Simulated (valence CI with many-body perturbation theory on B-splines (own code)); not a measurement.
## Sensitivity of CI+MBPT for Ba XXXIV

Calculated by relativistic CI+MBPT: five valence electrons over a frozen Dirac-Fock core [Ar], radial functions for each j: 6 s, 6 p, 5 d, 5 f, 1 g, with the one-electron correlation potential Σ1 (screened to all orders), the two-electron term Σ2, the three-electron term Σ3, Breit, model QED; selected single and double excitations, second order for the rest, scaled by the run's own slope (own B-spline code, finite nucleus).

No measured spectrum was set against this ion. As an estimate, large intervals hold to a few tenths of a per cent, small ones and those within an open d or f shell to about a per cent. Among the levels kept, up to 600 cm⁻¹ of a level comes from second order outside the variational space, and about a tenth of that is noise between levels of different J, which matters for small intervals. Only levels of the ground parity were solved; by the run's estimate the other parity begins above the list, which can be wrong where configurations are misplaced.

The reference run has the lowest level (3d3/2^4 3d5/2) J=5/2 and an ionisation energy of 2142.32 eV. Its largest variational space holds 9924 state functions.

Levels are named by their leading jj configuration (3d3/2^4 stands for four electrons in 3d with j = 3/2), which in mixed levels can hold well under half, so a name can repeat and another be missing. Letters in brackets count levels of one name in rising energy.

Changed runs:
A. hole-hole ladder in Σ2 on → off
B. orbitals per symmetry with explicit Σ2 and valence Breit (the others get mean screening factors) 5 → 3
C. correlating orbitals by l 3 3 3 3 1 → 4 4 3 0 0; scale of Σ1 1 → 0
D. scale of Σ1 1 → -1 (bad on purpose)

Excitation energies of the reference run in cm⁻¹, and shifts in cm⁻¹:

| Level | Reference | A | B | C | D |
| --- | --- | --- | --- | --- | --- |
| (3d3/2^3 3d5/2^2) J=5/2 [a] | 102965 | -700 | +145 | +160 | -871 |
| (3d3/2^3 3d5/2^2) J=7/2 [a] | 167484 | -1698 | +213 | +432 | -1288 |
| (3d3/2^3 3d5/2^2) J=3/2 [a] | 173119 | +2477 | +182 | +645 | -1329 |
| (3d3/2^3 3d5/2^2) J=11/2 | 176641 | -4865 | +329 | +115 | -1352 |
| (3d3/2^3 3d5/2^2) J=9/2 | 196366 | -3236 | +261 | +317 | -1553 |
| (3d3/2^3 3d5/2^2) J=5/2 [b] | 202552 | -905 | +172 | +184 | -1809 |
| (3d3/2^3 3d5/2^2) J=1/2 | 212322 | +3593 | +181 | +600 | -1765 |
| (3d3/2^3 3d5/2^2) J=7/2 [b] | 242903 | +344 | +271 | +1145 | -1639 |
| (3d3/2^2 3d5/2^3) J=5/2 [a] | 263524 | +1413 | +243 | +122 | -2520 |
| (3d3/2^2 3d5/2^3) J=7/2 [a] | 292057 | -2055 | +223 | -319 | -2918 |
| (3d3/2^3 3d5/2^2) J=3/2 [b] | 293850 | +5934 | +343 | +1301 | -2225 |
| (3d3/2^2 3d5/2^3) J=11/2 | 298001 | -7906 | +429 | -918 | -3001 |
| Ionisation energy (eV) | 2142.32 | -0.39 | +0.11 | -2.60 | -4.61 |
